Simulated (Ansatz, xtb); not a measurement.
## Two isomers of C3H8B2OSi

Structure X is `BOB([SiH3])C#CC`, a singlet and structure Y is `BOBC#CC[SiH3]`, a singlet. Both are isolated molecules in the gas phase, relaxed with r2SCAN-D4/def2-SVP; the shapes shown needn't be the lowest conformers.

X (Å):

```csv
atom,x (Å),y (Å),z (Å)
C,-0.1336,-0.0059,1.3862
C,0.5222,0.8606,1.9552
C,1.2805,1.8871,2.6399
B,-3.4641,-1.5407,0.8420
B,-0.8225,-1.1208,0.6169
O,-2.1504,-1.3226,0.7424
Si,0.2758,-2.3192,-0.6138
H,-4.2057,-0.9683,0.0761
H,-3.8610,-2.3040,1.6929
H,-0.5599,-3.3606,-1.2927
H,1.3523,-3.0140,0.1626
H,0.9520,-1.4992,-1.6696
H,0.6518,2.7589,2.8828
H,1.6881,1.4950,3.5865
H,2.1310,2.2324,2.0299
```

Y (Å):

```xyz
15

C    -0.8090    0.2011    0.5562
C    -0.5695   -0.5332   -0.3980
C    -0.2635   -1.3362   -1.5558
B    -3.3068    2.5130    1.9802
B    -1.0521    1.0759    1.7736
O    -2.1833    1.8003    1.8839
Si    0.6577   -0.3056   -2.8736
H    -3.3224    3.6372    1.5313
H    -4.2695    2.0112    2.5159
H    -0.2458    1.1505    2.6725
H     0.3755   -2.1976   -1.2890
H    -1.1822   -1.7397   -2.0192
H    -0.2017    0.8339   -3.3013
H     0.9472   -1.1869   -4.0440
H     1.9341    0.2056   -2.2998
```

Estimate E(Y) − E(X) at the level CCSD(T)/def2-SVP + ΔMP2/def2-TZVPP.

Calculated at CCSD(T)/def2-SVP + ΔMP2/def2-TZVPP: E(Y) − E(X) = −3.7 kcal/mol, so structure Y lies lower.

The same difference at several levels:

```tsv
level	geometry	E(Y) − E(X) (kcal/mol)	departure from the last row (kcal/mol)	job, with rough time for the two
r2SCAN-D4/def2-SVP	r2SCAN-D4/def2-SVP	−2.0	+1.7	optimisation, 2.7 min
HF/def2-SVP	r2SCAN-D4/def2-SVP	−4.9	−1.2	part of the CCSD(T) run
MP2/def2-SVP	r2SCAN-D4/def2-SVP	−4.1	−0.4	part of the CCSD(T) run
CCSD(T)/def2-SVP	r2SCAN-D4/def2-SVP	−2.6	+1.1	single point
CCSD(T)/def2-SVP + ΔMP2/def2-TZVPP	r2SCAN-D4/def2-SVP	−3.7		single point, 66 s
```

As drawn, Y has 1 C–Si, 1 B–H in place of 1 B–Si, 1 C–H.

The levels shown agree on the order. The largest departure from CCSD(T)/def2-SVP + ΔMP2/def2-TZVPP is that of r2SCAN-D4/def2-SVP, 1.7 kcal/mol. Levels run at GFN2-xTB geometries aren't shown. The last row adds to CCSD(T) the change of the MP2 difference between the two basis sets, here −1.1 kcal/mol.

With thermal terms from frequencies at re-optimised GFN2-xTB minima (ideal gas, soft modes damped towards free rotors, one conformer each, 298.15 K, 1 atm): the zero-point term adds −0.6 kcal/mol; ΔH is −4.8 and ΔG −3.6 kcal/mol.

The correlated steps freeze 11 core orbitals. Codes used: Ansatz 0.2.0, xtb 6.7.1; the last row on 4 threads of Arm Neoverse V1 on a shared host.
